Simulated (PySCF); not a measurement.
Name the molecule from its bond curve

A diatomic of charge 0 contains Ga. Its singlet curve at RHF-CCSD in a double-zeta basis (no relativity, PySCF), in eV from the separated fragments:

R (Å), E (eV) and a bar:
```
    2.594     -0.677 #########################
    2.709     -0.747 #########
    2.796     -0.776 ###
    2.882     -0.788 
    2.969     -0.786 
    3.084     -0.767 #####
    3.228     -0.724 ##############
    3.401     -0.655 ##############################
```

The fit gives ωe = 266 cm⁻¹ and the rotational constant Bₑ = 0.3122 cm⁻¹.

Question: Which atom is the partner?

Answer: The minimum lies at 2.912 Å, so the reduced mass is 16.8576 u Å² cm⁻¹/(Bₑ·Re²) = 6.368 u. With Ga at 68.93 u the partner weighs about 7.0 u: Li. The molecule is LiGa.

Correlated steps freeze 9 core orbitals.
